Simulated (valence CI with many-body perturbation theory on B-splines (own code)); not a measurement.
Results of a calculation; reference values are marked as such.
# Sm XLIX: what the settings do

Method: relativistic CI+MBPT: four valence electrons over a frozen Dirac-Fock core [Ne], a basis of 6 s, 6 p, 5 d, 3 f, 1 g functions for each j, with the one-electron correlation potential Σ1 (screened to all orders), the two-electron term Σ2, the three-electron term Σ3, Breit, model QED; selected single and double excitations, second order for the rest, scaled by the run's own slope (own B-spline code, finite nucleus).

The last digits are not significant, and no measured levels were compared; by estimate large intervals hold to a few tenths of a per cent, small ones and those within an open d or f shell to about a per cent.

The reference run has the lowest level (3s^2 3p1/2^2) J=0 and an ionisation energy of 4228.33 eV. Its largest variational space holds 10000 state functions.

Levels are named by their leading jj configuration (3d3/2^4 stands for four electrons in 3d with j = 3/2), which in mixed levels can hold well under half, so a name can repeat and another be missing. Letters in brackets count levels of one name in rising energy.

Changed runs:
A. correlating orbitals by l 3 3 3 2 1 → 6 1 3 2 1; cutoff of virtual states (hartree) 7688 → 9000
B. highest l with Σ1, explicit Σ2 and valence Breit (higher l get mean screening factors) 3 → 0
C. box radius (bohr) 1.7202 → 4.44; Davidson tolerance 2e-05 → 0.0003
D. closed core [Ne] → [Ne] 3s1 (bad on purpose)

Excitation energies of the reference run in cm⁻¹, and shifts in cm⁻¹:

| Level | Reference | A | B | C |
| --- | --- | --- | --- | --- |
| (3s^2 3p1/2 3p3/2) J=1 | 1180290 | -48 | -1401 | -0.3 |
| (3s^2 3p1/2 3p3/2) J=2 | 1241900 | -47 | +1057 | -0.3 |
| (3s 3p1/2^2 3p3/2) J=2 | 2204010 | +5.7 | -4072 | -0.3 |
| (3s 3p1/2^2 3p3/2) J=1 | 2391650 | +9.0 | -2990 | -0.3 |
| (3s^2 3p3/2^2) J=2 | 2467060 | -89 | -1622 | -0.5 |
| (3s^2 3p1/2 3d3/2) J=2 | 2599330 | -119 | +2204 | -0.8 |
| (3s^2 3p3/2^2) J=0 | 2600010 | -70 | -3453 | -0.4 |
| (3s^2 3p1/2 3d3/2) J=1 | 2865770 | -55 | +4601 | -0.7 |
| (3s^2 3p1/2 3d5/2) J=2 | 2985980 | -103 | -172 | -0.8 |
| (3s^2 3p1/2 3d5/2) J=3 | 2997630 | -113 | +2782 | -0.9 |
| (3s 3p1/2 3p3/2^2) J=2 [a] | 3369810 | -34 | -5133 | -0.6 |
| (3s 3p1/2 3p3/2^2) J=3 | 3468170 | -42 | -1832 | -0.6 |
| Ionisation energy (eV) | 4228.33 | -0.019 | +3.65 | -0.00019 |

Run D: It gave no result: the perturbation theory needs a core of closed shells. The program said: "the core must hold closed shells only".
